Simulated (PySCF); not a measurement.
Sc (scandium, neutral) across methods

[Ar] 4s2 4p1, 2P determinant (an excited configuration). All numbers are calculated (PySCF 2.14, scalar relativity by spin-free X2C-1e, in aug-cc-pVQZ-DK).

| method | E (hartree) | mean ε 4s α (eV) | mean ε 4s β (eV) | mean ε 4p α (eV) | Σ⟨r²⟩ (bohr²) | ⟨S²⟩ |
| --- | --- | --- | --- | --- | --- | --- |
| UHF | -763.18061 | -8.442 | -7.440 | -4.566 | 63.18 | 0.891 |
| LDA | -762.067 | -6.089 | -5.665 | -2.683 | 60.03 | 0.754 |
| PBE | -763.830 | -5.969 | -5.499 | -2.757 | 60.12 | 0.760 |
| r2SCAN | -764.000 | -6.060 | -5.546 | -2.942 | 60.43 | 0.771 |

**Question.** Estimate the same row for PBE0.

**Answer.** E (hartree) = -763.871; mean ε 4s α (eV) = -6.794; mean ε 4s β (eV) = -6.158; mean ε 4p α (eV) = -3.387; Σ⟨r²⟩ (bohr²) = 60.16; ⟨S²⟩ = 0.769.
